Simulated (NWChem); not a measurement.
System: MgF2; SMILES [F][Mg][F]

```xyz
3

Mg     0.0000     0.0000     0.0000
F      0.0000     0.0000     1.7353
F      0.0000     0.0000    -1.7353
```
Atoms are numbered in this order, from 1.

All runs: NWChem. The geometry was optimised at B3LYP/6-31G* (spherical d).

Taking Hartree-Fock/cc-pVQZ as the yardstick, which of these has the fewest basis functions while keeping “highest occupied level (eV)” within 0.2 eV of it: Hartree-Fock/cc-pVTZ; Hartree-Fock/cc-pVDZ; Hartree-Fock/aug-cc-pVTZ; Hartree-Fock/aug-cc-pVDZ?

Hartree-Fock/aug-cc-pVDZ.
| level | basis functions | highest occupied level (eV) | relative time (rough) |
|---|---|---|---|
| Hartree-Fock/cc-pVDZ | 46 | -15.21 | 1 |
| Hartree-Fock/aug-cc-pVDZ | 73 | -15.50 | 2 |
| Hartree-Fock/cc-pVTZ | 94 | -15.38 | 3 |
| Hartree-Fock/aug-cc-pVTZ | 142 | -15.51 | 8 |
| Hartree-Fock/cc-pVQZ | 169 | -15.46 | 9 |

The yardstick is one finite set, not the basis-set limit.
